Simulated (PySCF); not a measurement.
H3O3Ti, neutral, multiplicity 2. Atoms are numbered in the order given.

```xyz
7

Ti     0.0000     0.0000     0.0000
O     -1.6740    -0.6540     0.0000
H     -2.6230    -0.5023     0.0000
O      0.2706     1.7767     0.0000
H      0.8765     2.5227     0.0000
O      1.4034    -1.1227     0.0000
H      1.7465    -2.0205     0.0000
```
Charge 0, spin multiplicity 2.

Coordinates come from a B3LYP-D3(BJ)/def2-SVP optimisation. The multiplicity is an assumed one; other spin states were not compared. The isomer is the one that the SMILES or the coordinates give; other isomers of the formula were not compared. One conformer was computed; it need not be the lowest.

Method: PySCF with CAM-B3LYP/def2-TZVPD.

Isolated molecule, no solvent.

### Question
Estimate the frontier levels, dipole moment and polarisability. (Estimate from the structure and the level; the computed values follow.)

### Answer

| Item | Value |
|---|---|
| α spin, highest occupied and lowest empty level | -7.11 and 0.32 eV |
| β spin, highest occupied and lowest empty level | -10.40 and -0.41 eV |
| dipole moment | 0.00 D |
| quadrupole, principal values (traceless, Buckingham form, about the centre of nuclear charge) | -4.45, 2.22, 2.22 D·Å |
| mean static polarisability | 48.5 bohr³ (7.19 Å³) |
| polarisability, principal values | 41.3, 52.1, 52.1 bohr³ |
| ⟨S²⟩ | 0.752 (pure state 0.75) |
